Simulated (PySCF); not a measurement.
C7H12O.
Structure used (PBE0-D3(BJ)/def2-SVP), in Å, numbered top down from 1:
```xyz
20
C7H12O angstrom
C      2.4869   -0.9202    0.1370
O      1.6487    0.1708    0.3654
C      0.7527    0.3968   -0.6747
C     -0.2473    1.5325   -0.4168
C     -1.4117    0.6092   -0.8429
C     -2.1622   -0.0447    0.3259
C     -1.0430   -1.1059    0.4383
C     -0.4153   -0.5929   -0.8759
H      1.9225   -1.8687    0.0436
H      3.0877   -0.7915   -0.7856
H      3.1730   -1.0066    0.9914
H      1.3008    0.5405   -1.6289
H     -0.0968    2.4373   -1.0222
H     -0.2794    1.8229    0.6442
H     -1.9910    0.9307   -1.7200
H     -3.1207   -0.4848    0.0116
H     -2.3476    0.5929    1.2054
H     -0.3749   -0.9832    1.3042
H     -1.3870   -2.1495    0.4119
H     -0.3540   -1.3072   -1.7097
```

All values: CAM-B3LYP/def2-SVPD (PySCF, non-relativistic), on one gas-phase PBE0-D3(BJ)/def2-SVP geometry that isn't relaxed in the solvent. The solvent is an IEF-PCM continuum (Bondi radii, 1.10 Å for H, scaled by 1.2), and excitations are vertical TDDFT with non-equilibrium linear response and a frozen core. Only the electrostatic response of the medium enters.

| run | E − E(gas) (kcal/mol) | HOMO (eV) | HOMO–LUMO gap (eV) | dipole (D) | lowest singlet (eV) | static polarisability (au) |
| --- | --- | --- | --- | --- | --- | --- |
| gas | 0.00 | -8.56 | 9.92 | 1.26 | 6.99 | 82.1 |
| P | -2.24 | -8.53 | 10.03 | 1.71 | 7.06 | 106.0 |
| Q | -2.53 | -8.53 | 10.04 | 1.79 | 7.07 | 109.4 |

**Question.** The runs were made in acetone and dichloromethane. Which run belongs to which solvent?

**Answer.** P = dichloromethane, Q = acetone. The dielectric constants are 8.93 (dichloromethane), 20.49 (acetone), and the energy falls further as ε rises. The optical constants n² used for the excitations are 2.03, 1.85 in the same order. In this model the ground state sees the solvent through ε alone.

**Question.** How constant is the ratio of the lowering to (ε − 1)/(2ε + 1)?

**Answer.** 
| solvent | (ε − 1)/(2ε + 1) | E − E(gas) (kcal/mol) | ratio (kcal/mol) | polarisation term (kcal/mol) |
| --- | --- | --- | --- | --- |
| dichloromethane | 0.420 | -2.24 | -5.3 | -2.56 |
| acetone | 0.464 | -2.53 | -5.4 | -2.94 |

The ratio changes by +2.0 % in size from dichloromethane to acetone. The polarisation term is half the interaction of the solute with the induced surface charges.
